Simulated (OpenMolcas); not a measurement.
# Ag4+: moving or changing the point charges

Ag4+ among 4 point charges of -1.5 e arranged as a square (D4h), 2.19 Å from the ion.

```yaml
Program: OpenMolcas
Method: CASSCF
Basis: ANO-RCC-VTZP [7s6p4d2f1g]
Scalar_Hamiltonian: DKH2, point nucleus
Active_space: 7 electrons in 5 orbitals (4d)
State_averaging: 2S+1 = 4 even, 10 roots; 2S+1 = 2 even, 40 roots
Spin-orbit_coupling: state interaction with AMFI integrals over the reference wave functions
```

Runs around this geometry, states (labels of D4, the rotations of D4h). Energies in cm-1 above the lowest state or level, χT in cm3 K/mol.

```csv
R (Å),q (e),Ground state,First state of that spin,First gap with spin-orbit (degeneracies),χT at 300 K,First state of another spin
2.19,-0.98,4A2,4E 544.7,"275.4 (2, 2)",4.840,2A1 17694
2.01,-1.5,4A2,4E 892.7,"464.3 (2, 2)",4.386,2A1 16601
2.19,-1.5,4A2,4E 728.6,"384.3 (2, 2)",4.596,2A1 17329
2.43,-1.5,4A2,4E 537.5,"290.1 (2, 2)",4.824,2A1 17709
```

Taking the first state of the same spin as R^-n, n = -ln(537.5 / 892.7) / ln(2.43 / 2.01) = 2.7 between the shortest and longest distance.

Scaling the charges by -0.98 / -1.5 = 0.65 scales the first state of the same spin by 544.7 / 728.6 = 0.75; with fixed orbitals a first-order splitting would follow the charge.

Without dynamic correlation the repulsion within the d shell is too large (B by tens of per cent), so at a given field states of lower spin stand too high. Point charges give a weaker field than real ligands, and real ions of this kind are as a rule low spin; the high spin found here belongs to the model. Spin-orbit coupling mixes the spin-free states strongly: the lowest level takes only 53 % from its leading state, 4A2 (figures for R = 2.19, q = -0.98; the like holds for R = 2.01, q = -1.5, R = 2.19, q = -1.5, R = 2.43, q = -1.5). The ground term spreads over less than 5000 cm-1, several times less than with real ligands, so orbital moments are less quenched and χT lies further from the spin-only value than at real sites (holds for R = 2.19, q = -0.98; R = 2.19, q = -1.5; R = 2.43, q = -1.5). Point charges carry no covalency, so the field is a model and not that of real ligands. No measured value stands beside these numbers.
